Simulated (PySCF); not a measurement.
B (SMILES [B-]), charge -1, triplet (in this run its highest filled SCF level lies above zero, so its values depend strongly on the basis, on diffuse functions most of all); PBE-D3BJM/aug-cc-pVDZ (PySCF).

The PySCF input:
```python
from pyscf import gto, scf, dft

mol = gto.M(
    atom='''
B     0.000000    0.000000    0.000000
''',
    basis='aug-cc-pvdz',
    charge=-1,
    spin=2,
    verbose=4,
)

mf = dft.UKS(mol)
mf.xc = 'pbe'
mf.disp = 'd3bjm'
mf.kernel()
mf.analyze()
```

Output, abridged:

```
PySCF version 2.14.0

[INPUT] verbose = 4
[INPUT] num. atoms = 1
[INPUT] num. electrons = 6
[INPUT] charge = -1
[INPUT] spin (= nelec alpha-beta = 2S) = 2
[INPUT] symmetry False subgroup None
[INPUT] Mole.unit = angstrom
[INPUT] Symbol           X                Y                Z      unit          X                Y                Z       unit  Magmom
[INPUT]  1 B      0.000000000000   0.000000000000   0.000000000000 AA    0.000000000000   0.000000000000   0.000000000000 Bohr   0.0

nuclear repulsion = 0
number of shells = 8
number of NR pGTOs = 35
number of NR cGTOs = 23
basis = aug-cc-pvdz
ecp = {}

******** <class 'pyscf.dft.uks.UKS'> ********
method = UKS
initial guess = minao
damping factor = 0
level_shift factor = 0
DIIS = <class 'pyscf.scf.diis.CDIIS'>
diis_start_cycle = 1
diis_space = 8
diis_damp = 0
SCF conv_tol = 1e-09
SCF conv_tol_grad = None
SCF max_cycles = 50
direct_scf = True
direct_scf_tol = 1e-13
number electrons alpha = 4  beta = 2
XC library pyscf.dft.libxc version 7.1.2
    S. Lehtola, C. Steigemann, M. J. T. Oliveira, and M. A. L. Marques,  SoftwareX 7, 1–5 (2018)
XC functionals = pbe
    J. P. Perdew, K. Burke, and M. Ernzerhof,  Phys. Rev. Lett. 77, 3865 (1996)
    J. P. Perdew, K. Burke, and M. Ernzerhof,  Phys. Rev. Lett. 78, 1396 (1997)
    J. P. Perdew, K. Burke, and M. Ernzerhof,  Phys. Rev. Lett. 77, 3865 (1996)
    J. P. Perdew, K. Burke, and M. Ernzerhof,  Phys. Rev. Lett. 78, 1396 (1997)
radial grids:
    Treutler-Ahlrichs [JCP 102, 346 (1995); DOI:10.1063/1.469408] (M4) radial grids

becke partition: Becke, JCP 88, 2547 (1988); DOI:10.1063/1.454033
pruning grids: <function nwchem_prune>
grids dens level: 3
symmetrized grids: False
atomic radii adjust function: <function treutler_atomic_radii_adjust>
small_rho_cutoff = 0
Set gradient conv threshold to 3.16228e-05
tot grids = 14048
Calc dispersion correction with DFTD3.
Parameters: xc=pbe, version=d3bjm, atm=False
init E= -24.5835148660636

cycle= 1 E= -24.5945757998087  delta_E= -0.0111  |g|= 0.126  |ddm|= 0.756
cycle= 2 E= -24.4291011029509  delta_E= 0.165  |g|= 0.296  |ddm|= 1.45
cycle= 3 E= -24.6298070757927  delta_E= -0.201  |g|= 0.00874  |ddm|= 1.12
cycle= 4 E= -24.6299662170825  delta_E= -0.000159  |g|= 0.000686  |ddm|= 0.0329
cycle= 5 E= -24.6299669679188  delta_E= -7.51e-07  |g|= 7.13e-05  |ddm|= 0.00166
cycle= 6 E= -24.6299669778678  delta_E= -9.95e-09  |g|= 2.87e-05  |ddm|= 0.000363
cycle= 7 E= -24.629966979088  delta_E= -1.22e-09  |g|= 1.01e-05  |ddm|= 5.37e-05
cycle= 8 E= -24.6299669792719  delta_E= -1.84e-10  |g|= 7.08e-07  |ddm|= 3.26e-05
Extra cycle  E= -24.6299669792769  delta_E= -4.98e-12  |g|= 7.53e-07  |ddm|= 1.03e-05
converged SCF energy = -24.6299669792769  <S^2> = 2.0028685  2S+1 = 3.0019117
**** SCF Summaries ****
Total Energy =                         -24.629966979276873
Nuclear Repulsion Energy =               0.000000000000000
One-electron Energy =                  -33.618008500307987
Two-electron Energy =                    8.988041521031112
Two-electron Coulomb Energy =           12.973348156292023
DFT Exchange-Correlation Energy =       -3.985306635260910
Empirical Dispersion Energy =            0.000000000000000
**** MO energy ****
                             alpha | beta                alpha | beta
MO #1   energy= -6.3661362867516   | -6.3543696423969   occ= 1 | 1
MO #2   energy= -0.123783977419424 | -0.070552247891569 occ= 1 | 1
MO #3   energy= 0.0704218115160363 | 0.100854444917895  occ= 1 | 0
MO #4   energy= 0.0704218580631541 | 0.123835514985034  occ= 1 | 0
MO #5   energy= 0.082808266179543  | 0.123835559056758  occ= 0 | 0
MO #6   energy= 0.145360483265554  | 0.17455830981491   occ= 0 | 0
MO #7   energy= 0.145360731710842  | 0.175029148943273  occ= 0 | 0
MO #8   energy= 0.145601652785011  | 0.19162292874426   occ= 0 | 0
MO #9   energy= 0.153571120238111  | 0.191622972789689  occ= 0 | 0
MO #10  energy= 0.330494563246343  | 0.361141860456449  occ= 0 | 0
MO #11  energy= 0.330494576539624  | 0.36378375773979   occ= 0 | 0
MO #12  energy= 0.335811407294917  | 0.363783783379813  occ= 0 | 0

To work with the spin densities directly, `use mulliken_meta_spin()` only printing them here.

 ** Mulliken spin pop alpha/beta on meta-lowdin orthogonal AOs **
 ** Mulliken Spin Density (per AO)  **
spin_pop of  0 B 1s       -0.00000
spin_pop of  0 B 2s        0.00658
spin_pop of  0 B 3s       -0.00387
spin_pop of  0 B 4s       -0.00169
spin_pop of  0 B 2px       0.08945
spin_pop of  0 B 2py       0.78086
spin_pop of  0 B 2pz       0.78867
spin_pop of  0 B 3px       0.00605
spin_pop of  0 B 3py       0.05285
spin_pop of  0 B 3pz       0.05338
spin_pop of  0 B 4px       0.01233
spin_pop of  0 B 4py       0.10766
spin_pop of  0 B 4pz       0.10874
spin_pop of  0 B 3dxy     -0.00016
spin_pop of  0 B 3dyz     -0.00001
spin_pop of  0 B 3dz^2    -0.00018
spin_pop of  0 B 3dxz     -0.00013
spin_pop of  0 B 3dx2-y2   -0.00052
spin_pop of  0 B 4dxy     -0.00000
spin_pop of  0 B 4dyz     -0.00000
spin_pop of  0 B 4dz^2    -0.00000
spin_pop of  0 B 4dxz     -0.00000
spin_pop of  0 B 4dx2-y2   -0.00001
 ** Mulliken Spin Density (per atom)  **
spin density of  0 B =      2.00000
 ** Mulliken pop alpha/beta on meta-lowdin orthogonal AOs **
 ** Mulliken pop       alpha | beta **
pop of  0 B 1s        0.99991 | 0.99992
pop of  0 B 2s        0.99060 | 0.98401
pop of  0 B 3s        0.00782 | 0.01170
pop of  0 B 4s        0.00152 | 0.00320
pop of  0 B 2px       0.08945 | 0.00000
pop of  0 B 2py       0.78086 | 0.00000
pop of  0 B 2pz       0.78867 | 0.00000
pop of  0 B 3px       0.00605 | 0.00000
pop of  0 B 3py       0.05285 | 0.00000
pop of  0 B 3pz       0.05338 | 0.00000
pop of  0 B 4px       0.01233 | 0.00000
pop of  0 B 4py       0.10766 | 0.00000
pop of  0 B 4pz       0.10874 | 0.00000
pop of  0 B 3dxy      0.00002 | 0.00018
pop of  0 B 3dyz      0.00000 | 0.00001
pop of  0 B 3dz^2     0.00002 | 0.00020
pop of  0 B 3dxz      0.00002 | 0.00015
pop of  0 B 3dx2-y2    0.00007 | 0.00059
pop of  0 B 4dxy      0.00000 | 0.00001
pop of  0 B 4dyz      0.00000 | 0.00000
pop of  0 B 4dz^2     0.00000 | 0.00001
pop of  0 B 4dxz      0.00000 | 0.00001
pop of  0 B 4dx2-y2    0.00001 | 0.00002
In total             4.00000 | 2.00000
 ** Mulliken atomic charges   ( Nelec_alpha | Nelec_beta ) **
charge of  0B =     -1.00000  (     4.00000      2.00000 )

WARN: System has nonzero charge -1; the dipole moment is origin-dependent.
Location of origin: [0. 0. 0.]

Dipole moment(X, Y, Z, Debye): -0.00000, -0.00000, -0.00000
```
